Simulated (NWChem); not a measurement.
System: CaHOF; SMILES [OH][Ca][F]

NWChem input:

```
start job
memory heap 200 mb stack 900 mb global 1100 mb
geometry units angstroms
  Ca     0.267241     0.136757     0.000000
  F     -0.470096     1.980271     0.000000
  O     -0.171261    -1.817320     0.000000
  H     -0.527044    -2.717832     0.000000
end
basis spherical
  * library def2-svp
end
dft
  xc xcamb88 1.00 lyp 0.81 vwn_5 0.19 hfexch 1.00
  cam 0.33 cam_alpha 0.19 cam_beta 0.46
  iterations 150
end
driver
  maxiter 120
end
task dft optimize
task dft freq
```

The level has its own optimisation; frequencies are unscaled.

Question: What results follow from this input? (CAM-B3LYP/def2-SVP.) Quantities: r Ca–F (Å); r Ca–O (Å); r H–O (Å); highest harmonic frequency (cm⁻¹); lowest (cm⁻¹); zero-point energy (kcal/mol).

Answer: 
```yaml
r Ca–F (Å): 1.983
r Ca–O (Å): 2.002
r H–O (Å): 0.959
highest harmonic frequency (cm⁻¹): 3977
lowest (cm⁻¹): 103
zero-point energy (kcal/mol): 9.1
```
